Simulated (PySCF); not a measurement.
1-bromo-1-fluorocyclopropane (C3H4BrF), SMILES FC1(Br)CC1. Geometry optimised at B3LYP-D3(BJ)/def2-SVP.

Computed equilibrium geometry at B3LYP-D3(BJ)/def2-SVP (PySCF confirms it by a frequency run) as a Z-matrix, and its point group:
point group Cs.
```
C
F 1 1.3526
C 1 1.4859 2 117.79
H 3 1.0921 1 118.69 2 143.78
H 3 1.0937 4 115.52 1 144.29
C 1 1.4859 2 117.79 3 -71.21
H 6 1.0921 1 118.69 2 -143.78
H 6 1.0937 7 115.52 1 -144.29
Br 1 1.9360 2 111.25 3 144.40
```
